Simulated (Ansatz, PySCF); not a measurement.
Zr(Me)2(H)2 (C2H8Zr), SMILES [CH3][ZrH2][CH3], multiplicity 1. Atoms are numbered in the order given.

```xyz
11

Zr    -0.1781    -0.1047     0.0942
C     -0.1340     0.6968    -1.9520
H     -0.3187    -0.1331    -2.6635
H      0.8123     1.1918    -2.2353
H     -0.9574     1.4305    -2.0650
C      1.7366     0.2914     1.0985
H      1.5428     0.8891     2.0118
H      2.4797     0.8299     0.4833
H      2.1802    -0.6748     1.4129
H     -1.5418     0.7489     1.0440
H     -0.4405    -1.9524     0.0096
```
Charge 0, spin multiplicity 1.

The structure is a stationary point at B3LYP-D3(BJ)/def2-SVP. The multiplicity is an assumed one; other spin states were not compared. The def2 effective core potentials stand for the cores of Zr; spin–orbit coupling is left out.

Two levels are set side by side: PBE-D3(BJ)/def2-SVP (Ansatz, an electronic-structure program) and B3LYP-D3(BJ)/def2-SVP (Ansatz). Each level has its own optimised geometry; the coordinates shown are those of the second. Frequencies come from the Hessian of PySCF at each geometry. Differences are taken from unrounded values.

```json
[
 {"quantity": "mean bond length (Å)", "B3LYP-D3(BJ)": "1.478"},
 {"quantity": "bond Zr1–C2 (Å)", "B3LYP-D3(BJ)": "2.198"},
 {"quantity": "bond Zr1–C6 (Å)", "B3LYP-D3(BJ)": "2.198"},
 {"quantity": "bond Zr1–H10 (Å)", "B3LYP-D3(BJ)": "1.868"},
 {"quantity": "bond Zr1–H11 (Å)", "B3LYP-D3(BJ)": "1.868"},
 {"quantity": "bond C2–H3 (Å)", "B3LYP-D3(BJ)": "1.109"},
 {"quantity": "bond C2–H4 (Å)", "B3LYP-D3(BJ)": "1.105"},
 {"quantity": "bond C2–H5 (Å)", "B3LYP-D3(BJ)": "1.109"},
 {"quantity": "bond C6–H7 (Å)", "B3LYP-D3(BJ)": "1.109"},
 {"quantity": "bond C6–H8 (Å)", "B3LYP-D3(BJ)": "1.105"},
 {"quantity": "bond C6–H9 (Å)", "B3LYP-D3(BJ)": "1.109"},
 {"quantity": "highest harmonic wavenumber (cm⁻¹)", "B3LYP-D3(BJ)": "3090"},
 {"quantity": "mean harmonic wavenumber (cm⁻¹)", "B3LYP-D3(BJ)": "1268"},
 {"quantity": "zero-point energy (kcal/mol)", "B3LYP-D3(BJ)": "48.93"}
]
```

Q: What does PBE-D3(BJ) give, and how far is it from B3LYP-D3(BJ)? (Estimate from the structure and the level; the computed values follow.)

A: 
| quantity | PBE-D3(BJ) | PBE-D3(BJ) minus B3LYP-D3(BJ) |
|---|---|---|
| mean bond length (Å) | 1.481 | 0.003 |
| bond Zr1–C2 (Å) | 2.188 | -0.010 |
| bond Zr1–C6 (Å) | 2.188 | -0.010 |
| bond Zr1–H10 (Å) | 1.874 | 0.005 |
| bond Zr1–H11 (Å) | 1.874 | 0.005 |
| bond C2–H3 (Å) | 1.116 | 0.008 |
| bond C2–H4 (Å) | 1.112 | 0.007 |
| bond C2–H5 (Å) | 1.116 | 0.008 |
| bond C6–H7 (Å) | 1.116 | 0.008 |
| bond C6–H8 (Å) | 1.112 | 0.007 |
| bond C6–H9 (Å) | 1.116 | 0.008 |
| highest harmonic wavenumber (cm⁻¹) | 3049 | -40 |
| mean harmonic wavenumber (cm⁻¹) | 1236 | -31 |
| zero-point energy (kcal/mol) | 47.73 | -1.20 |
